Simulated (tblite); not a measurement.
Run record: tight-binding relaxation, `C#C[C@H]1CCC[S][GeH2]1`.

Computed with GFN2-xTB geometry optimisation, gas phase (tblite 0.8.0). Start geometry: from a force field or distance geometry. A driver script takes a list of jobs; this job's settings line and coordinates (Å) are shown.

Command:
```bash
OMP_NUM_THREADS=1 python probes_run.py task.json out
```

Input:
```
{"job": {"kind": "relax", "xc": "GFN2-xTB", "basis": "xTB"}, "charge": 0, "multiplicity": 1}
C      3.421600    -0.492300    -0.343600
C      2.239600    -0.220700    -0.488800
C      0.831600     0.092200    -0.642700
C     -0.052100    -1.060400    -0.166800
C     -1.559300    -0.801500    -0.324000
C     -2.117700     0.208900     0.685100
S     -1.783100     1.944600     0.203900
Ge     0.421500     1.715300     0.359700
H      4.443500    -0.724600    -0.221600
H      0.621200     0.284900    -1.718000
H      0.167800    -1.300100     0.906000
H      0.201600    -1.976800    -0.749600
H     -2.096800    -1.762100    -0.170800
H     -1.773600    -0.463900    -1.370800
H     -3.218600     0.097000     0.740900
H     -1.714500     0.012200     1.717300
H      1.136200     2.935500    -0.266600
H      0.822100     1.518000     1.838900
```

Task: What does the run print?

Result: 
```
step      E/eV     max force
  0    -627.54172    2.274
  1    -627.50326    6.226
  2    -627.65514    0.417
  3    -627.66701    0.246
  4    -627.67834    0.178
  5    -627.68201    0.155
  6    -627.68713    0.125
  7    -627.68959    0.145
  8    -627.69256    0.164
  9    -627.69423    0.096
... (24 lines left out)
 34    -627.70228    0.042
 35    -627.70240    0.031
 36    -627.70248    0.021
 37    -627.70255    0.023
 38    -627.70262    0.032
 39    -627.70269    0.026
 40    -627.70274    0.015
 41    -627.70278    0.012
 42    -627.70280    0.011
 43    -627.70281    0.009
```

«max force» is the largest atomic force in eV/Å.

Task: From which step on does the largest force stay under 0.1 eV/Å, and how much energy is left to gain from there?

Result: From step 13 (0.090 eV/Å), 5.3 meV above the end.

In short: energy lowered by 3.7 kcal/mol over 43 steps; largest atomic force 0.009 eV/Å at the end.

Time: 0.35 s. Hardware: an Arm Neoverse V1 with one thread, shared host with 32 logical CPUs at a one-minute load of 16.
Labels such as C1 count atoms from 1, the log's own numbers from 0.
